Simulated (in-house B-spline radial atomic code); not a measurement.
Atomic self-consistent-field run: the oxygen ion O²⁺. Level of theory: non-relativistic PBE0, spin-polarised, spherical fractional occupations, point nucleus, inside a hard spherical wall at 4.66 bohr; calculated with an all-electron radial atomic-structure program (B-spline basis).

Command:
```bash
python run_scf.py task.json out
```
Settings:
```
Z                8
configuration    [He] 2s2 2p2
hamiltonian      nr
method           pbe0
spin_polarised   True
wall_radius      4.66
```

Output (hartree, bohr):
```
 radial grid: 36 intervals, B-splines of order 8, outer radius 4.66 bohr

 iter        energy (Eh)    residual
    1         -71.757547    1.82e-01
    2         -73.049978    7.12e-02
    3         -73.126638    2.76e-02
    4         -73.138350    1.08e-02
    5         -73.140208    2.08e-03
    6         -73.140336    9.91e-05
    7         -73.140336    8.32e-06
    8         -73.140336    1.29e-07
    9         -73.140336    5.35e-09

 total energy                       -73.14034
 kinetic                              72.9999
 electron-nucleus                   -165.5892
 Hartree                              26.7683
 exact exchange                       -1.7501
 exchange-correlation                 -5.5693

 orbital      occ     eigenvalue          <r>       <r^2>       <1/r>     <1/r^3>       <r^4>       r_max
 1s up      1.000       -20.9645     0.199527   0.0537499     7.62416           -  0.00756018      0.1294
 1s down    1.000       -20.8917     0.198834   0.0533116      7.6425           -  0.00739583      0.1293
 2s up      1.000        -2.3357      1.01854     1.23019     1.42291           -     2.71263       0.828
 2s down    1.000        -2.1186      1.04402     1.29718     1.38366           -     3.06165      0.8386
 2p up      2.000        -1.6956     0.993867     1.22743     1.31271     7.18079     3.14998      0.7424
```

Time taken, with all properties: 0.05 s on 1 thread of Intel(R) Xeon(R) Platinum 8375C CPU @ 2.90GHz, with other jobs on the host.

Caution: exact exchange at fractional occupations of open shells leaves self-interaction of up to several eV.
